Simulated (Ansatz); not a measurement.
The cluster MgBr2. Total charge 0; singlet. Geometry PBE-D4/def2-TZVP, basis def2-TZVP, Ansatz.

```xyz
3

Mg   -0.007   -0.001   -0.006
Br    0.235    2.263   -0.523
Br   -0.228   -2.263    0.528
```

```
run  HOMO (eV)  LUMO (eV)
  A      -8.06      -2.27
  B      -8.46      -1.91
  C      -7.53      -2.17
  D      -7.37      -2.90
  E      -7.20      -2.62
  F      -9.54      -1.31
```

HSE06 is defined as in plane-wave codes, on full-range PBE exchange. The structure comes from a short search, and lower isomers may exist.

Q: The runs used BHLYP, HSE06, LDA (SPW92), PBE, PBE0, r2SCAN. Estimate which is which.

A: A HSE06 (range-separated); B PBE0 (25 % exact exchange); C r2SCAN (0 % exact exchange); D LDA (SPW92) (0 % exact exchange); E PBE (0 % exact exchange); F BHLYP (50 % exact exchange). Exact exchange lowers occupied and raises empty levels; among semilocal functionals meta-GGAs tend to open the gap a little, and such runs are hard to tell apart. The gap grows from 4.47 eV (LDA (SPW92)) to 8.24 eV (BHLYP).
